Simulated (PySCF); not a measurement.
# r²SCAN beside CCSD(T) along the halogens: bonds to C

r²SCAN and CCSD(T) in PySCF with def2-TZVPP on every atom (core potentials on I), for the lowest determinant that a PBE0 search found; no spin–orbit coupling.

```tsv
molecule	state (unpaired electrons)	r²SCAN Re (Å)	r²SCAN ωe (cm⁻¹)	r²SCAN De (eV)	CCSD(T) Re (Å)	CCSD(T) ωe (cm⁻¹)	CCSD(T) De (eV)
CF	doublet (π ↑)	1.278	1297	5.84	1.278	1312	5.53
CCl	doublet (π ↑)	1.654	869	4.40	?	?	?
CBr	doublet (π ↑)	1.825	725	3.78	1.824	734	3.41
CI	doublet (π ↑)	2.032	637	3.14	2.027	642	2.83
```

(1) Estimate the CCSD(T) values of CCl by adding the mean shift from r²SCAN to CCSD(T) of the other rows, and compare with the calculation.

(2) What are the mean differences of r²SCAN from CCSD(T) over the whole series?

In a basis of this size CCSD(T) is itself not converged; it tends to give bonds that are too long and too weak.

Correlated steps freeze the inner cores (2 to 10 orbitals); shallow outer-core shells are correlated. Spin–orbit coupling is left out, which matters for elements this heavy, above all for dissociation energies. States were picked by a PBE0 search and need not be the measured ground states.

## Answers

(1) The mean shifts are -0.2 pm, +10 cm⁻¹ and -0.33 eV, which give 1.652 Å, 879 cm⁻¹ and 4.07 eV. CCSD(T)/def2-TZVPP gives Re = 1.656 Å, ωe = 873 cm⁻¹, De = 4.00 eV.

(2) Re +0.1 pm, ωe -8 cm⁻¹, De +0.35 eV.
